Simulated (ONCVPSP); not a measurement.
## Cr (Z = 24): from the effect back to the setting (ONCV)

Base potential:

```json
{
  "Element": "Cr",
  "Generator": "ONCVPSP 4.0.1",
  "Type": "optimised norm-conserving Vanderbilt (ONCV)",
  "Functional": "PBE",
  "Relativity": "scalar-relativistic",
  "Frozen core": "[Ar]",
  "Valence charge": "6",
  "Reference configuration": "3d5 4s0.75 4p0.25",
  "Partial waves": "4s: rc 2.35 bohr, ncon 4, nbas 7, qcut 3.5 1/bohr, 2 projectors, debl 2.8 Ha; 4p: rc 4.00 bohr, ncon 4, nbas 8, qcut 2.4 1/bohr, 3 projectors, debl 2.1 Ha; 3d: rc 1.85 bohr, ncon 4, nbas 8, qcut 6.7 1/bohr, 2 projectors, debl 0.5 Ha",
  "Local potential": "polynomial inside 1.75 bohr (lpopt 5, dvloc0 2 Ha)",
  "Core correction": "Teter function fitted to the true core (icmod 2), fcfact 0.3"
}
```

Cutoffs, loose and tight: the cutoffs (Ha) at which the residual kinetic energy of the hardest occupied pseudo-wave falls to 1 and 0.1 mHa per electron. They do not see the model core or the augmentation charge, which bear on the density cutoff. Test errors are all-electron minus pseudo excitation energies from the reference, over the configurations 3d5 4s1 4p0; 3d5 4s0 4p0; 3d4 4s0 4p0; 3d5 4s0.5 4p0; variants that change the core or the reference have their own tests.

Only the d radius is moved:

| d radius (bohr) | cutoff, loose | cutoff, tight | bound ghosts | largest test error (meV) |
| --- | --- | --- | --- | --- |
| 1.26 | 147 Ha | 192 Ha | none | -1.7 over the solved tests; 2 of 4 tests not solved or not reliable |
| 1.72 | 43 Ha | 79 Ha | none | -4.8 over the solved tests; 1 of 4 tests not solved or not reliable |
| 1.9 | 21 Ha | 56 Ha | none | -2.4 over the solved tests; 1 of 4 tests not solved or not reliable |
| 2.1 | 19 Ha | 23 Ha | none | -0.2 over the solved tests; 1 of 4 tests not solved or not reliable |
| 2.24 | 18 Ha | 20 Ha | none | +0.9 over the solved tests; 1 of 4 tests not solved or not reliable |
| 2.42 | 17 Ha | 19 Ha | none | +1.4 over the solved tests; 1 of 4 tests not solved or not reliable |
| 2.64 | 15 Ha | 18 Ha | none | +0.7 over the solved tests; 1 of 4 tests not solved or not reliable |

One more run gave cutoff, loose: 89 Ha; cutoff, tight: 105 Ha; bound ghosts: none; largest test error (meV): -7.0 over the solved tests; 1 of 4 tests not solved or not reliable. Which value of the d radius was used?

1.54 bohr. The loose cutoff moves one way along this sweep, from 147 Ha at 1.26 to 15 Ha at 2.64 bohr, which places the run between 1.26 and 1.72 bohr.
